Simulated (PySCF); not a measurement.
A structure optimised at PBE0-D3(BJ)/def2-TZVPD, used in a PySCF frequency run:

```xyz
5

Li     0.0000     0.0000    -1.5784
C      0.0000     0.0000     0.3840
H      0.8773     0.5065     0.8104
H      0.0000    -1.0131     0.8104
H     -0.8773     0.5065     0.8104
```
Charge 0, spin multiplicity 1.

Q: Write its SMILES, formula and point group.

A: [Li][CH3], CH3Li, C3v

Q: What are its rotational constants (standard atomic weights)?

A: 162.84, 23.068, 23.068 GHz
